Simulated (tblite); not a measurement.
cobalt atom (Co), quartet (GFN-xTB shapes and energies of metal compounds can be far from the true ones); tblite with GFN1-xTB.

The tblite input:
```
$ tblite run mol.xyz --method gfn1 --charge 0 --spin 3 --grad --json tblite.json --no-restart

# file mol.xyz
1

Co     0.00000000     0.00000000     0.00000000
```

Question: What does tblite print? Leave out banner, timings and long lists.

Answer: 
```
xTB calculator
 | screened Coulomb repulsion
 | Coulomb electrostatics
 |  * isotropic Klopman-Ohno-Mataga-Nishimoto electrostatics
 |  * onsite third-order electrostatics
 | DFT-D3(BJ) dispersion correction

halogen bonding energy    0.0000000000000E+00 Eh
repulsion energy          0.0000000000000E+00 Eh
dispersion energy         0.0000000000000E+00 Eh
number of electrons       9.0000000000000E+00 e
integral cutoff           3.1207804940168E+01 bohr

------------------------------------------------------------
  cycle        total energy    energy error   density error
------------------------------------------------------------
      1     -3.195764041939  -3.1957640E+00   8.1649703E-01
      2     -3.195764042142  -2.0327251E-10   4.8989832E-01
      3     -3.195764042288  -1.4610890E-10   2.9439993E-05
      4     -3.195764042288  -8.8817842E-16   2.1083430E-07
------------------------------------------------------------

electronic energy        -3.1957640422879E+00 Eh
total energy             -3.1957640422879E+00 Eh

Post processing:
 | Mayer-Wiberg bond orders

[Info] Tight-binding results written to 'tblite.txt'
[Info] JSON dump of results written to 'tblite.json'
```
